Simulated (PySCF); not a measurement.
PySCF job for benzonitrile (C7H5N), SMILES c1cccc(c1)C#N, PBE0/pcSseg-1. Geometry optimised at PBE0-D3(BJ)/def2-SVP.

```python
import numpy as np
from pyscf import gto, scf, dft
from pyscf.prop.nmr import rks as nmr

mol = gto.M(
    atom='''
    N     0.00000000    0.00000000    3.20202068
    C     0.00000000    0.00000000    2.04258525
    C     0.00000000    0.00000000    0.60977660
    C     0.00000000   -1.21547723   -0.09087161
    C     0.00000000   -1.20899396   -1.48148727
    C     0.00000000    0.00000000   -2.17709560
    C     0.00000000    1.20899396   -1.48148727
    C     0.00000000    1.21547722   -0.09087161
    H     0.00000000   -2.15595513    0.46295715
    H     0.00000000   -2.15516185   -2.02690435
    H     0.00000000    0.00000000   -3.26954124
    H     0.00000000    2.15516185   -2.02690435
    H     0.00000000    2.15595513    0.46295715
    ''',
    basis='pcSseg-1',
    charge=0,
    spin=0,
    max_memory=1600,
    verbose=3,
)
mf = dft.RKS(mol, xc='pbe0').density_fit(auxbasis='def2-universal-jkfit')
mf.grids.level = 3
mf.conv_tol = 1e-10
mf.max_cycle = 100
mf.kernel()
n = nmr.NMR(mf)
n.verbose = 2
n.max_cycle_cphf = 60
sigma = n.kernel()
print('atom   isotropic/ppm   span/ppm')
for i, s in enumerate(sigma):
    w = np.linalg.eigvalsh((s + s.T) / 2)
    print(f'{mol.atom_symbol(i):2s}{i + 1:3d} {w.mean():14.3f} {w[2] - w[0]:11.3f}')
```

Output:

```
converged SCF energy = -324.063854617122
atom   isotropic/ppm   span/ppm
N   1        -54.493     446.735
C   2         60.197     356.479
C   3         66.082     207.706
C   4         44.981     236.091
C   5         50.146     238.358
C   6         46.861     242.070
C   7         50.146     238.358
C   8         44.981     236.091
H   9         23.504       7.429
H  10         23.693       6.169
H  11         23.617       5.933
H  12         23.693       6.169
H  13         23.504       7.429
```

Self-consistency was reached.

Cost: around 30 core-seconds (rough).
